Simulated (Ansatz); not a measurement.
Reactions of `[OH][Ga]([OH])[SH]`.

Isolated molecules relaxed with PBE0-D4/def2-TZVP in Ansatz; ΔE leaves out vibrations. CBS: MP2 limit from def2 TZ/QZ plus the TZ coupled-cluster correction, frozen cores. This one scheme is used for every species, atoms too. DFT in def2-TZVPP. Open shells (•) are unrestricted, without spin–orbit coupling. Spin–orbit coupling would lower the free atoms: a little for O, S; clearly for Ga. def2 core potentials past Kr. For Ga, Se, W outer-core shells are correlated without core-valence functions, so the limit isn't a true one: a few kJ/mol of doubt a bond, and 10 to 20 or more in all where bonds break to atoms. Scalar relativity is left out up to krypton. Each species was taken in one conformer, which may not be the lowest.

```json
{"reaction": "`[OH][Ga]([OH])[SH]` → Ga• + 3 H• + 2 O• + S•", "CCSD(T)/CBS(def2) (kcal/mol)": "561.5"}
{"reaction": "`[OH][Ga]([OH])[SH]` + dimethylamine → `C[N](C)[Ga]([OH])[SH]` + H₂O", "CCSD(T)/CBS(def2) (kcal/mol)": "?"}
{"reaction": "`[OH][Ga]([OH])[SH]` + `[OH][Al]([SH])[SH]` → `[OH][Ga]([SH])[SH]` + `[OH][Al]([OH])[SH]`", "CCSD(T)/CBS(def2) (kcal/mol)": "-12.7"}
{"reaction": "`[OH][Ga]([OH])[SH]` + H₂Se → `[OH][Ga]([OH])[SeH]` + H₂S", "CCSD(T)/CBS(def2) (kcal/mol)": "-3.2"}
{"reaction": "`[OH][Ga]([OH])[SH]` + CH₃OH → `C[O][Ga]([OH])[SH]` + H₂O", "CCSD(T)/CBS(def2) (kcal/mol)": "?"}
{"reaction": "`[OH][Ga]([OH])[SH]` + H₂O → `[OH][Ga]([OH])[OH]` + H₂S", "CCSD(T)/CBS(def2) (kcal/mol)": "8.6"}
{"reaction": "`[OH][Ga]([OH])[SH]` + `C[N](C)[W]([CH3])(=[S])=[S]` → `C[N](C)[Ga]([OH])[SH]` + `[CH3][W]([OH])(=[S])=[S]`", "CCSD(T)/CBS(def2) (kcal/mol)": "7.4"}
{"reaction": "`[OH][Ga]([OH])[SH]` + silanol → `[OH][Ga]([OH])[O][SiH3]` + H₂S", "CCSD(T)/CBS(def2) (kcal/mol)": "4.4"}
{"reaction": "`[OH][Ga]([OH])[SH]` + H₂S → `[OH][Ga]([SH])[SH]` + H₂O", "CCSD(T)/CBS(def2) (kcal/mol)": "-8.1"}
{"reaction": "`[OH][Ga]([OH])[SH]` + H₂ → `[OH][GaH][SH]` + H₂O", "CCSD(T)/CBS(def2) (kcal/mol)": "?"}
```

Q: Fill in the missing values. (Estimate.)

A: The calculation gave: `[OH][Ga]([OH])[SH]` + dimethylamine → `C[N](C)[Ga]([OH])[SH]` + H₂O: +3.6 kcal/mol; `[OH][Ga]([OH])[SH]` + CH₃OH → `C[O][Ga]([OH])[SH]` + H₂O: +0.1 kcal/mol; `[OH][Ga]([OH])[SH]` + H₂ → `[OH][GaH][SH]` + H₂O: +8.1 kcal/mol.

Largest T1 diagnostic: 0.022, for `[CH3][W]([OH])(=[S])=[S]`.
